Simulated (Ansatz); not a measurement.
C₂H₈Si₂ (`C1[SiH2]C[SiH2]1`). Total charge 0; spin multiplicity 1.

```
atom    x (Å)    y (Å)    z (Å)
  C1  -0.6187   1.1684  -0.3238
 Si2  -0.6639  -0.0530   1.1215
  C3   0.4261  -1.2803   0.1789
 Si4   0.8203   0.1439  -1.0039
  H5  -0.4508   2.2225  -0.1089
  H6  -1.5082   1.0765  -0.9534
  H7  -2.0109  -0.5451   1.5243
  H8   0.0241   0.4877   2.3256
  H9  -0.1729  -2.0532  -0.3110
 H10   1.2480  -1.7594   0.7085
 H11   2.1370   0.7681  -0.7002
 H12   0.7698  -0.1761  -2.4578
```

List the harmonic frequencies (cm⁻¹, unscaled) at PBE0-D4/def2-TZVP in Ansatz. (An estimate is asked.)

Ansatz gave: 84, 377, 406, 457, 503, 566, 630, 653, 663, 750, 757, 771, 801, 908, 927, 933, 961, 961, 966, 973, 1379, 1396, 2199, 2206, 2212, 2217, 3086, 3087, 3161, 3162.

Is this a minimum?

Yes, all 30 modes are real.

Give the ideal-gas thermochemistry at 298.15 K and 1 bar (rigid rotor, harmonic oscillator; point group C2v, symmetry number 2).

Zero-point energy 228.2 kJ/mol; H(298) − E = 246.4 kJ/mol; entropy 311.1 J/(mol·K), of which translation 164.7, rotation 101.9, vibration 44.5; G(298) − E = 153.6 kJ/mol. Modes under 100 cm⁻¹ are hindered rotations or soft bends, so the harmonic entropy is rough.
